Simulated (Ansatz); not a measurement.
Start from `[F][Sn][Cl]` and change one atom or group to get `[CH3][Sn][F]`.

Ansatz, PBE0-D4/def2-TZVP geometries, multiplicity 1. 

Elements past krypton have def2 core potentials. Outer-core shells of Sn are correlated without core-valence functions. Spin–orbit coupling is left out.

| property | `[F][Sn][Cl]` |
| --- | --- |
| LUMO energy (PBE0/def2-TZVPP) / eV | -2.95 |
| LUMO energy (PBE/def2-TZVPP) / eV | -3.61 |
| vertical ionisation energy (CCSD(T)/def2-TZVPP) / eV | 10.59 |
| HOMO–LUMO gap (PBE/def2-TZVPP) / eV | 3.54 |
| zero-point energy (PBE0-D4/def2-TZVP) / kJ/mol | 6.6 |
| size of the dipole moment (PBE/def2-TZVPP) / D | 3.28 |

Question: What does the change do to each property? (Best estimate.)

Answer: The calculation gave: 
```csv
property,`[CH3][Sn][F]`,shift
LUMO energy (PBE0/def2-TZVPP) / eV,-2.51,0.44
LUMO energy (PBE/def2-TZVPP) / eV,-3.23,0.38
vertical ionisation energy (CCSD(T)/def2-TZVPP) / eV,8.91,-1.68
HOMO–LUMO gap (PBE/def2-TZVPP) / eV,2.37,-1.17
zero-point energy (PBE0-D4/def2-TZVP) / kJ/mol,94.8,88.2
size of the dipole moment (PBE/def2-TZVPP) / D,2.56,-0.72
```

With PBE0 the HOMO rises by 1.64 eV and the LUMO rises by 0.44 eV, so the gap narrows by about 1.20 eV. PBE moves the HOMO by 1.56 eV and ωB97M-V by 1.64 eV. The zero-point energy changes by 88.2 kJ/mol with +9 modes. Dipoles are sizes alone; their direction can turn.
